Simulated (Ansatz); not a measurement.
`[AlH2]/[N]=C\[SeH]` + H₂ → `C=[N][AlH2]` + H₂Se at 298.15 K and 1 bar (hydrogenolysis of a C–Se bond).

Calculated with Ansatz (gas phase, PBE0-D4/def2-TZVP geometries, no zero-point term in ΔE). CBS: MP2 limit from def2 TZ/QZ plus the TZ coupled-cluster correction, frozen cores. This one scheme is used for every species. For Se outer-core shells are correlated without core-valence functions, which leaves a few kJ/mol of doubt a bond. Scalar relativity is left out up to krypton. Each species was taken in one conformer, which may not be the lowest.

```csv
species,CCSD(T)/CBS energy (Eh),H − E (kJ/mol),S (J/(mol·K))
`[AlH2]/[N]=C\[SeH]`,-2737.86550,130.0,341.5
H₂,-1.17544,35.1,130.4
`C=[N][AlH2]`,-337.15304,128.7,278.7
H₂Se,-2401.89790,45.8,219.1
```

H − E and S are ideal-gas, rigid-rotor, harmonic terms from PBE0-D4/def2-TZVP, for one conformer and one mirror image of each species. The MP2-based limit puts H₂ 0.8 mEh under its directly extrapolated value; such offsets cancel only in part. 1 Eh = 2625.50 kJ/mol, R = 8.31446 J/(mol·K).

Problem. By hand: ΔE, ΔH, ΔS and ΔG.

Solution. ΔE = (-337.15304) + (-2401.89790) − (-2737.86550) − (-1.17544) = -0.01000 Eh = -26.3 kJ/mol. Δ(H − E) = 128.7 + 45.8 − 130.0 − 35.1 = 9.4, so ΔH = -16.9 kJ/mol. ΔS = 278.7 + 219.1 − 341.5 − 130.4 = 25.9 J/(mol·K). ΔG = -16.9 − 298.15 × (25.9)/1000 = -24.6 kJ/mol.

Problem. By hand: the equilibrium constant, and the temperature at which ΔG would vanish if ΔH and ΔS stayed fixed.

Solution. log₁₀ K = −ΔG/(RT ln 10) = 4.3. ΔH and −TΔS have one sign here, so there is no such temperature.

TΔS isn't small against ΔH here. A doubt of 5 kJ/mol in ΔE shifts log₁₀ K by 0.9 here. Other conformers and mirror images would add mixing entropy, several J/(mol·K) or more a flexible species. These are equilibria of isolated gas molecules and say nothing of rates. Largest T1 diagnostic: 0.015 (customary marks: 0.02 for closed shells, 0.045 for open ones).
